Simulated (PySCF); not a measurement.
Electronic structure of W⁷²⁺ (tungsten, charge +72) at the UHF level

Configuration: 1s2, closed-shell 1S. Calculation: PySCF 2.14, in an even-tempered Gaussian basis (16 s from 220 bohr⁻², ratio 2.2; 7 p from 330 bohr⁻², ratio 2.4; 4 d from 980 bohr⁻², ratio 2.4; 3 f from 1500 bohr⁻², ratio 2.4; 3 g from 2200 bohr⁻², ratio 2.4); scalar relativity by spin-free X2C-1e.

```json
{
  "Total energy": "-5889.465266 hartree",
  "One-electron energy": "-5944.4727 hartree",
  "Hartree (Coulomb) energy": "110.0150 hartree",
  "Exchange energy": "-55.0075 hartree",
  "⟨S²⟩": "0.0000",
  "⟨L²⟩": "0.000",
  "Sum of ⟨r⟩": "0.03487 bohr",
  "Sum of ⟨r²⟩": "0.0008509 bohr²"
}
```

| shell | electrons | mean orbital energy (hartree) | rms radius, mean of both spins (bohr) |
| --- | --- | --- | --- |
| 1s | 2 | -2917.22889 | 0.0206 |

Densities and radii are taken from the X2C orbitals without a picture-change correction, which distorts them close to the nucleus.
